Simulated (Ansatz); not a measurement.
Consider the redistribution: `[CH3][Al]([CH3])[SeH]` + `CCSB(O)O` → `[CH3][Al]([CH3])[S]B(O)O` + `CC[SeH]`.

Isolated molecules relaxed with PBE0-D4/def2-TZVP in Ansatz; ΔE leaves out vibrations. CCSD(T)/CBS is the MP2 limit (def2-TZVPP, def2-QZVPP) plus CCSD(T) − MP2 in def2-TZVPP, frozen cores. DFT in def2-TZVPP. B3LYP here is the variant with VWN-RPA as its local correlation; programs differ in this. For Se outer-core shells are correlated without core-valence functions, which leaves a few kJ/mol of doubt a bond. Scalar relativity is left out up to krypton. Each species was taken in one conformer, which may not be the lowest.

```csv
level,ΔE (kJ/mol),difference from CCSD(T)/CBS
PBE-D4,13.5,-2.2
r2SCAN-D4,14.4,-1.3
B3LYP-D4,15.0,-0.7
ωB97X-V,16.6,0.9
ωB97M-V,15.8,0.1
B2PLYP,15.5,-0.2
r2SCAN,14.6,-1.1
B3LYP,16.8,1.1
HF/def2-TZVPP,23.7,8.0
MP2/def2-TZVPP,12.6,-3.1
SCS-MP2/def2-TZVPP,13.5,-2.2
CCSD/def2-TZVPP,14.9,-0.8
CCSD(T)/def2-TZVPP,13.2,-2.5
HF/def2-QZVPP,23.2,7.5
MP2/CBS(def2),15.2,-0.5
CCSD/CBS(def2),17.5,1.8
CCSD(T)/CBS,15.7,0
```

Largest T1 diagnostic among the species: 0.012.

In def2-TZVPP, CCSD(T) changes the Hartree–Fock value by −10.5 kJ/mol (the triples alone add −1.7 kJ/mol) and MP2 by −11.1 kJ/mol.
